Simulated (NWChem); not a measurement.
# TiHSF₃; SMILES [F][Ti]([SH])([F])[F]

```xyz
6

Ti     0.0120    -0.3340     0.0005
F     -0.8595    -0.8815     1.3898
F      1.6429    -0.8871     0.0091
F     -0.8441    -0.8831    -1.3977
S      0.0917     1.9380     0.0002
H     -1.2637     1.9894    -0.0015
```
Atoms are numbered in this order, from 1.

Structure relaxed at the PBE0/def2-SVP level.

Task: Give the principal values of the shielding tensors (ppm) of Ti1, F2, F3, S5 from PBE/pcSseg-1, GIAO (NWChem), with their diamagnetic and paramagnetic parts as GIAO splits them.

Result: 
| atom | σ11 | σ22 | σ33 | isotropic | diamagnetic | paramagnetic |
|---|---|---|---|---|---|---|
| Ti1 | -809.0 | -639.7 | -102.8 | -517.1 | 1608.0 | -2125.1 |
| F2 | -433.6 | -409.1 | 273.3 | -189.8 | 478.4 | -668.2 |
| F3 | -585.7 | -406.0 | 281.0 | -236.9 | 478.7 | -715.6 |
| S5 | -609.5 | 374.2 | 701.3 | 155.3 | 1056.9 | -901.6 |
